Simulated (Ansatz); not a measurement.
Basis-set extrapolation for C2H9OPSi, SMILES `CCO[SiH2]P` (PBE0-D4/def2-TZVP geometry, frozen core, the Gaussian-basis code of Ansatz). Multiplicity 1, RHF reference.

```
                      def2-TZVPP   def2-QZVPP
                 HF  -785.636760  -785.663430
    MP2 correlation    -0.868425    -0.931360
CCSD(T) correlation    -0.967833      not run
```

Energies in hartree. Use E(X) = E(∞) + A·exp(−7.88·√X) for Hartree–Fock and E(X) = E(∞) + B·X^(−2.97) for correlation, with X = 3 and 4, and add CCSD(T) minus MP2 of the smaller set to the MP2 limit.

Task: What is the CCSD(T) energy at the basis-set limit?

Result: HF limit: -785.663430 + (-0.026670) × 0.13774 = -785.66710. MP2 limit: -0.931360 + (-0.062935) × 0.74074 = -0.97798. Higher-order term: -0.967833 − (-0.868425) = -0.09941. Total: -786.74449 hartree, 3.81 eV below CCSD(T)/def2-TZVPP.
